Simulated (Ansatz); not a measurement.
Computed with Ansatz on PBE0-D4/def2-TZVP structures; ΔE is electronic, products minus reactants. CBS: MP2 limit from def2 TZ/QZ plus the TZ coupled-cluster correction, frozen cores. DFT in def2-TZVPP. B3LYP here is the variant with VWN-RPA as its local correlation; programs differ in this. Each species was taken in one conformer, which may not be the lowest.

`CB(N)[SiH2]Cl` → `BN(C)[SiH2]Cl`  (isomerisation)

Question: Is it downhill or uphill in electronic energy at CCSD(T)/CBS, and by how much? (Best estimate.)

Answer: Ansatz gave: Uphill: ΔE = +10.4 kJ/mol.

Question: What do these levels give: PBE-D4, B3LYP-D4, B3LYP, MP2/def2-TZVPP, CCSD/def2-TZVPP, CCSD/CBS(def2)? (Best estimate.)

Answer: Ansatz gave: PBE-D4 29.6, B3LYP-D4 12.7, B3LYP 16.3, MP2/def2-TZVPP 3.6, CCSD/def2-TZVPP 8.2, CCSD/CBS(def2) 10.0 kJ/mol.

Largest T1 diagnostic among the species: 0.011.

In def2-TZVPP, CCSD(T) changes the Hartree–Fock value by +10.8 kJ/mol (the triples alone add +0.4 kJ/mol) and MP2 by +5.8 kJ/mol. From PBE to PBE0 (25 % exact exchange), in def2-TZVPP and without D4, ΔE moves by −5.0 kJ/mol.
